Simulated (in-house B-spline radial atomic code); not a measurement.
A fraction x of an electron is removed from 4p in Rb IV (Rb3+), starting from [Ar] 3d10 4s2 4p4 and keeping the highest spin. All numbers are computed (non-relativistic B3LYP, spin-polarised, spherical fractional occupations; point nucleus) with an all-electron radial atomic-structure program (B-spline basis), not measured.

Caution: exact exchange at fractional occupations of open shells leaves self-interaction of up to several eV.

```
   x  E(x) - E(0) (eV)  4p down level (eV)
   0            0.0000             -45.076
0.07            3.1839             -45.892
0.14            6.4250             -46.711
0.34           16.0023             -49.066
0.44           20.9682             -50.252
 0.5           24.0048             -50.967
0.61           29.6834             -52.282
0.69           33.9043             -53.243
0.86           43.1300             -55.298
   1           50.9909                   -
```

The exact functional would give a straight line between the two integer points. Deviations E(x) - E(0) - x[E(1) - E(0)], in eV: -0.385 at x = 0.07, -0.714 at x = 0.14, -1.335 at x = 0.34, -1.468 at x = 0.44, -1.491 at x = 0.5, -1.421 at x = 0.61, -1.279 at x = 0.69, -0.722 at x = 0.86.

The curve lies below the straight line by up to 1.491 eV (at x = 0.5): convex, the delocalisation error, to which spherically averaged exact exchange adds.

(1) How well does Slater's transition state (minus the level at half occupation) give the ionisation energy?

## Answers

(1) It gives 50.967 eV against 50.991 eV from the two total energies; NIST lists 52.20 eV, ground level to ground level. The end point has an open shell averaged over its orbitals, so its exact exchange keeps a self-interaction and this is no true integer point.
